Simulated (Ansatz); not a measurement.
CH$_{7}$InO (`C[OH+][InH3-]`). Charge 0, multiplicity 1. In: def2 effective core potential. The structure was optimised at the PBE0-D4/def2-TZVP level.

```xyz
10

C    -0.155    0.869    1.212
O     0.220    0.811   -0.162
In    0.253   -1.337   -1.227
H    -1.178    0.515    1.360
H     0.529    0.213    1.749
H    -0.047    1.886    1.595
H    -0.326    1.415   -0.673
H    -1.202   -1.873   -0.442
H     1.777   -1.859   -0.603
H     0.130   -0.640   -2.809
```

What is the dipole moment at ωB97M-V/def2-TZVPP? (An estimate is asked.)

Ansatz gave: 3.79 D, with components (-1.13, 3.04, 1.95) D in this frame, pointing from negative to positive charge.

And with PBE, r2SCAN, B3LYP? (Best estimate.)

The calculation gave: PBE 3.77 D, r2SCAN 3.80 D, B3LYP 3.81 D.

Give the Mulliken charges with ωB97M-V, B3LYP, PBE in def2-TZVPP. (An estimate is asked.)

Computed: 
```
atom  ωB97M-V  B3LYP    PBE
  C1    -0.19  -0.14  -0.16
  O2    -0.31  -0.32  -0.28
 In3     0.30   0.45   0.37
  H4     0.15   0.13   0.13
  H5     0.14   0.13   0.12
  H6     0.14   0.12   0.12
  H7     0.21   0.21   0.21
  H8    -0.15  -0.20  -0.18
  H9    -0.13  -0.18  -0.17
 H10    -0.14  -0.19  -0.17
```

B3LYP here is the variant with VWN-RPA as its local correlation; programs differ in this.
